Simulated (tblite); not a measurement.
Problem. What does the GFN2-xTB structure of `COCC(=S)O[CH]F` [radical] look like in three dimensions? (Doublet state.)

Solution. 
```xyz
14
C4H6FO2S angstrom
C     -2.4032    0.6959    0.3825
O     -1.0029    0.6196    0.4769
C     -0.5257   -0.7019    0.4787
C      0.9721   -0.6903    0.6023
S      1.8195   -1.7481    1.5386
O      1.5557    0.2468   -0.1424
C      2.8314    0.4758   -0.1605
F      3.2204    1.4446   -0.9759
H     -2.6526    1.7545    0.3835
H     -2.8856    0.2047    1.2358
H     -2.7662    0.2339   -0.5435
H     -0.8127   -1.2140   -0.4587
H     -0.9392   -1.2794    1.3184
H      3.5884   -0.0425    0.4022
```

Orientation and origin are arbitrary. Atoms count from 1 in this order. C4 (carbon bonded to C, O and S) is planar (angles 123.7°, 123.0° and 113.3°, sum 360.0°, 0.01 Å off the plane of its three neighbours). O2 (oxygen bonded to 2 C) is bent (angle 112.9°). The C–O distances run from 1.296 Å (O6–C7, drawn single) to 1.406 Å (C1–O2, drawn single), a spread of 0.110 Å. C7 (carbon bonded to F, O and H) is planar (angles 126.9°, 117.9° and 115.3°, sum 360.0°, 0.00 Å off the plane of its three neighbours).

Bonds between heavy atoms (Å): C1–O2 1.406, O2–C3 1.405, C3–C4 1.503, C4=S5 1.647, C4–O6 1.332, O6–C7 1.296, C7–F8 1.325.

Structure optimised with GFN2-xTB, isolated species. This method treats the open shell by occupation alone, without spin polarisation.

Point group: C1 (no symmetry element, even within 0.4 Å). Its GFN2-xTB frequencies are all real (lowest 26 cm⁻¹). Torsions: C1–O2–C3–C4 -179°, O2–C3–C4–S5 139°, C3–C4–O6–C7 177°, C4–O6–C7–F8 179°. 3 starts were optimised and ended at 0.00, 1.07 and 1.64 kcal/mol (GFN2-xTB); the lowest of these is shown.

One conformer stands for the species.

The numbers are calculated, not measured.
